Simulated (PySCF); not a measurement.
# Electronic structure of Ge (germanium, neutral) at the UHF level

Configuration: [Ar] 3d10 4s2 4p2, high-spin 3P determinant. All numbers are calculated (PySCF 2.14, the spin-free X2C one-electron Hamiltonian (Gaussian nucleus), in x2c-QZVPPall).

```json
{
  "Total energy": "-2097.116650 hartree",
  "One-electron energy": "-2922.8209 hartree",
  "Hartree (Coulomb) energy": "904.3086 hartree",
  "Exchange energy": "-78.6043 hartree",
  "⟨S²⟩": "2.0106",
  "⟨L²⟩": "2.030",
  "Sum of ⟨r⟩": "24.07 bohr",
  "Sum of ⟨r²⟩": "41.03 bohr²",
  "Traceless quadrupole moment −½Σ⟨3z² − r²⟩ along its main axis": "3.88 e·bohr²",
  "Langevin diamagnetic susceptibility": "-32.5 ×10⁻⁶ cm³/mol"
}
```

```tsv
shell	electrons	mean orbital energy (hartree)	spread (hartree)	rms radius, mean of both spins (bohr)
1s α	1	-410.84099	0	0.0542
1s β	1	-410.83710	0	0.0542
2s α	1	-53.43181	0	0.227
2s β	1	-53.43116	0	0.227
2p α	3	-46.52401	0.00122	0.203
2p β	3	-46.52044	0.00385	0.203
3s α	1	-7.40540	0	0.668
3s β	1	-7.39975	0	0.668
3p α	3	-5.21137	0.00118	0.701
3p β	3	-5.20258	0.01391	0.701
3d α	5	-1.59961	0.00884	0.815
3d β	5	-1.59567	0.01436	0.815
4s α	1	-0.64238	0	2.36
4s β	1	-0.49252	0	2.36
4p α	2	-0.28988	0	3.09
```

Densities and radii are taken from the X2C orbitals without a picture-change correction, which distorts them close to the nucleus.

Spin-orbit constants ζ (cm⁻¹) from the X2C one-electron operator on these orbitals: bare nucleus, nucleus screened by l(l+1)(2l+1)/3 electrons, and screened by the Breit-Pauli mean field of the electrons.

| shell | bare | screened nucleus | mean field |
| --- | --- | --- | --- |
| 2p | 177700 | 166600 | n/a |
| 3p | 23640 | 22160 | n/a |
| 3d | 2603 | 1790 | n/a |
| 4p | 910.8 | 853.9 | n/a |

To first order the Landé constant is A = 426.9 cm⁻¹, so the lowest level has J = 0 and lies 0.106 eV below the centre of the term. This holds in LS coupling only.
